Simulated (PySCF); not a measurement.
Si(F)(Br)(Me)(OH) (CH₄BrFOSi), SMILES F[Si](C)(O)Br.

Geometry optimised at PBE-D3(BJ)/def2-SVP. The structure was generated by enumeration, and PubChem lists no compound with its InChIKey, so it may never have been made. One conformer was computed; it need not be the lowest.

These are PBE-D3(BJ)/def2-SVP (PySCF) values and carry that method's errors.

Frequencies are harmonic and unscaled.

Computed vibrational spectrum:
```csv
mode,ν (cm⁻¹),IR (km/mol),moving atoms (share of kinetic energy)
1,120,1.5,H 96 %
2,147,6.3,"H 34 %, C 29 %, O 14 %, F 10 %, Br 9 %"
3,175,6.5,"F 33 %, O 23 %, H 18 %, C 14 %"
4,231,8.4,"F 34 %, Br 28 %, H 23 %"
5,235,1.5,"Si 23 %, H 22 %, F 21 %, O 18 %, C 14 %"
6,280,65.1,"H 53 %, O 24 %, Si 8 %"
7,316,59.6,"O 33 %, F 24 %, H 18 %, Si 14 %, C 9 %"
8,423,92.9,"Si 51 %, Br 15 %, O 10 %, H 9 %"
9,695,44.7,"C 38 %, H 24 %, Si 21 %, F 11 %"
10,743,40.5,"H 67 %, O 18 %, C 12 %"
11,766,26.1,"H 66 %, C 21 %"
12,814,274.9,"H 59 %, Si 14 %, O 12 %, C 9 %"
13,887,125.9,"Si 39 %, H 25 %, F 24 %"
14,942,122.1,"Si 47 %, O 30 %, F 12 %, H 10 %"
15,1228,34.3,"H 76 %, C 23 %"
16,1373,6.4,H 96 %
17,1376,2.4,H 96 %
18,2990,0.1,H 97 %
19,3093,0.2,"H 91 %, C 9 %"
20,3102,0.0,"H 91 %, C 9 %"
21,3764,93.4,H 94 %
```
